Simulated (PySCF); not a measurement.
**How methods differ on the excitation energy of I+**

I+ [Kr] 4d10 5s2 5p4 (3P) → I+ [Kr] 4d10 5s1 5p5 (3P), as a difference of total energies. All numbers are calculated (PySCF 2.14, the spin-free X2C one-electron Hamiltonian (Gaussian nucleus), in x2c-QZVPPall (13s9p7d4f1g, 112 functions)). Correlated levels: valence: [Kr] 4d10 frozen; valence and next inner shell: [Ar] 3d10 frozen. The calculations carry no spin-orbit coupling.

```
                                method  excitation energy (cm⁻¹)
                                   UHF                     96956
                                   LDA                     88578
                                   PBE                     87911
                                  PBE0                     90364
                                r2SCAN                     88871
                                  PW91                     88076
                               r2SCANh                     89743
                                B2PLYP                     89727
                                  ROHF                     96969
                         MP2 (valence)                     89376
                     SCS-MP2 (valence)                     88375
    MP2 (valence and next inner shell)                     88528
SCS-MP2 (valence and next inner shell)                     87564
```

Errors of the correlated levels include the incompleteness of this basis and the frozen core.

For comparison: 80545 cm⁻¹ (measured; NIST levels, between the centres of gravity of the two terms).
